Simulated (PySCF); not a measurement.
Computed Raman spectrum (relative Raman activity) of a molecule C5H8O. Coordinates come from a PBE0-D3(BJ)/def2-SVP optimisation. One conformer was computed; it need not be the lowest. The numbers are results of PBE0-D3(BJ)/def2-SVP in PySCF, not measurements. Harmonic, unscaled wavenumbers; measured fundamentals usually lie a few per cent lower.

ν (cm⁻¹): 484 (vw), 693 (vw), 1042 (vw), 1155 (w), 1293 (vw), 1375 (vw), 1401 (vw), 1450 (w), 1461 (w), 1471 (vw), 1501 (w), 1846 (w), 3015 (w), 3028 (vs), 3044 (s), 3068 (m), 3072 (m), 3121 (m), 3151 (m), 3170 (m) (against the strongest line: vs over 80 %, s over 45 %, m over 15 %, w over 4 %, vw less)

Question: Which molecule gave these data?
(A) C[C@@H]1CCC1=O
(B) C#C[C@H](C)CO
(C) CC=C1COC1
(D) C=C[C@H]1CCO1

Answer: C, CC=C1COC1
